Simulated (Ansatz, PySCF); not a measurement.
Energy difference R1 → P1 + P2, each structure at its B3LYP-D3(BJ)/def2-TZVP stationary point, reached from a drawn start (curvature not checked).
R1, H2O3S (SMILES O=S(O)O) (charge 0, multiplicity 1, Z-matrix in Å and degrees):
```
S
O 1 1.4570
O 1 1.6316 2 105.72
H 3 0.9734 1 108.74 2 -20.90
O 1 1.6316 2 105.72 4 -97.43
H 5 0.9734 1 108.74 2 20.90
```
P1, H2O (SMILES O) (charge 0, multiplicity 1):
```xyz
3

O      0.00000     0.00000     0.38961
H      0.00000     0.76499    -0.19486
H      0.00000    -0.76499    -0.19486
```
P2: SO2 (SMILES O=S=O), charge 0, multiplicity 1.

P less R. No zero-point or thermal terms. One arrangement of each flexible species, with no search for the lowest.

Frozen-core correlation throughout.

Programs: Ansatz (an electronic-structure program) with Gaussian orbitals; PySCF for the D3/D4 terms. No computed number here is a measurement.

Q: One of these levels gives 0.143 eV for the reaction energy. Which one is it?
A. revPBE-D4/def2-TZVPPD
B. B2PLYP-D4/def2-TZVPPD
C. BLYP-D4/def2-TZVPPD
D. PBE0-D4/def2-TZVPPD

A: D, PBE0-D4/def2-TZVPPD. The others give -0.194 (BLYP-D4/def2-TZVPPD), -0.075 (revPBE-D4/def2-TZVPPD), -0.161 (B2PLYP-D4/def2-TZVPPD)
